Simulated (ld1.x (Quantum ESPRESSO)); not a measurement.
**What one change does to a pseudopotential (gold, TM)**

Au, norm-conserving Troullier–Martins (Kleinman–Bylander form), made with ld1.x (Quantum ESPRESSO) 7.5 (PBE, scalar-relativistic). Core [Kr] 4d10 4f14 5s2, reference 5p6 5d10 6s1 6p0. Waves: 6s (bound): rc 2.10 bohr; 5p (bound): rc 1.75 bohr; 5d (bound): rc 1.95 bohr. Local part: all-electron potential smoothed inside 2.00 bohr (lloc = -1). Core correction: none.

Change: wave 6s (bound): rc 2.10 bohr becomes 6s (bound): rc 2.46 bohr.

Cutoffs: the cutoffs (Ry, on a coarse ladder) from which the occupation-weighted sum of valence levels, in a spherical-Bessel basis at the reference potential, stays within 10 and 1 mRy of its value at 400 Ry; they do not see the model core or the augmentation charge, which bear on the density cutoff. Errors are all-electron minus pseudo energies relative to the spin-unpolarised reference configuration.

Problem. Predict the effect on cutoff, ghosts and configuration errors.

Solution. The potential gets neither clearly harder nor softer (50 Ry and 70 Ry → 50 Ry and 70 Ry); both files keep a bound ghost (s); of the 6 tests that both files solve, the error grows in 3 and shrinks in 0 by more than 15 % and 0.3 meV (median size 22.8 → 25.8 meV). More of the atom is replaced by a form fitted at one configuration, so other configurations suffer.

| quantity | base | changed |
| --- | --- | --- |
| cutoff, loose | 50 Ry | 50 Ry |
| cutoff, tight | 70 Ry | 70 Ry |
| bound ghosts | s | s |
| tests counted (converged, no solver errors) | 6 of 7 | 6 of 7 |
| error for 5p6 5d10 6s0 6p0, meV [ΔE 9.41 eV] | -13 | -12 |
| error for 5p6 5d9 6s0 6p0, meV [ΔE 30.62 eV] | -5.5 | -7.7 |
| error for 5p6 5d8 6s0 6p0, meV [ΔE 64.49 eV] | -9.4 | -15 |
| error for 5p6 5d9 6s1 6p1, meV [ΔE 7.50 eV] | -46 | -47 |
| error for 5p6 5d7 6s0 6p0, meV [ΔE 112.21 eV] | -33 | -44 |
| error for 5p6 5d10 6s0 6p1, meV [ΔE 5.25 eV] | -36 | -36 |

Base: Tests not counted: 5p5 5d10 6s1 6p0 (solver errors, printed error -8.1 meV). These tests converged, but a pseudo level misses the all-electron one widely, so the file describes the atom poorly there or has found another state: 5p6 5d7 6s0 6p0: empty 6s by 10.1 eV. Changed file: Tests not counted: 5p5 5d10 6s1 6p0 (solver errors, printed error -2.5 eV). These tests converged, but a pseudo level misses the all-electron one widely, so the file describes the atom poorly there or has found another state: 5p6 5d7 6s0 6p0: empty 6s by 10.2 eV. A true bound ghost makes a file unfit for plane-wave use even where its test errors are small: the radial tests pick states by their node count and pass the ghost by. Where a test does run into it, the solver fails or the error is huge.
